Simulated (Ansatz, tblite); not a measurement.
Removing and adding an electron: CuMe2 (C₂H₆Cu). Total charge 0; doublet. Geometry: r2SCAN-D4/def2-TZVP. Ansatz, gas phase; energy differences of separate SCF runs; the oxidised species is a triplet (the singlet lies 1.76 eV higher at PBE0-D4/def2-TZVP); the reduced species is a singlet (the triplet lies 3.41 eV higher at PBE0-D4/def2-TZVPD).

```xyz
9

Cu    0.000    0.000    0.000
C     0.872    0.434   -1.664
H     1.725    1.099   -1.488
H     0.175    0.936   -2.343
H     1.238   -0.476   -2.154
C    -0.872   -0.434    1.664
H    -0.200   -1.006    2.312
H    -1.771   -1.033    1.481
H    -1.167    0.480    2.191
```

The xTB rows come from tblite. Correlated methods freeze 11 core orbitals. In CCSD on the charge 1 triplet the largest single amplitude is 0.23, so its Hartree–Fock determinant may place the open shell otherwise than the density functionals do. HOMO above LUMO, or a gap near zero within one spin, warns that the state may not be the lowest or that an electron is smeared out. No other spin state of charge 0 was run.

| level | −HOMO (eV) | vertical IE (eV) | −LUMO (eV) | vertical EA (eV) | HOMO–LUMO gap (eV) | IE − EA (eV) | remarks |
| --- | --- | --- | --- | --- | --- | --- | --- |
| GFN1-xTB | – | 13.91 | – | 7.78 | – | 6.13 | – |
| GFN2-xTB | – | 13.77 | – | 6.20 | – | 7.57 | – |
| HF/def2-TZVP | – | 8.51 | – | – | – | – | – |
| r2SCAN-D4/def2-TZVP | 5.72 | 8.50 | 5.59 | – | 0.13 | – | gap within one spin near zero (doublet) |
| r2SCAN-D4/def2-TZVPD | 5.72 | – | 5.59 | 2.43 | 0.13 | – | HOMO above zero (-1 singlet), gap within one spin near zero (doublet) |
| PBE0-D4/def2-TZVP | 6.62 | 8.55 | 4.43 | – | 2.20 | – | – |
| PBE0-D4/def2-TZVPD | 6.64 | – | 4.43 | 2.38 | 2.20 | – | – |
| MP2/def2-TZVP | – | 7.73 | – | – | – | – | – |
| CCSD/def2-TZVP | – | 8.63 | – | – | – | – | – |
| CCSD(T)/def2-TZVP | – | 8.57 | – | – | – | – | – |

Relaxing the reduced species (r2SCAN-D4/def2-TZVPD) changes its energy by -0.04 eV at PBE0-D4/def2-TZVPD, so the adiabatic electron affinity to this nearest minimum is 2.42 eV.  Run but left out: PBE-D4/def2-TZVP, PBE-D4/def2-TZVPD (doublet: an occupied level 0.35 to 0.36 eV above an empty one).   A HOMO above zero means that the electron is unbound at that level or that self-interaction error raises the level; the energy of removing that electron tells which. HOMO and LUMO are the levels of the spin that leaves or enters (xTB has no such levels and no spin-polarisation term). Other spin states of the ions may lie lower, which would lower the ionisation energy or raise the affinity. Raw xTB energy differences between charge states are shifted by several eV; the methods need an empirical correction for them.
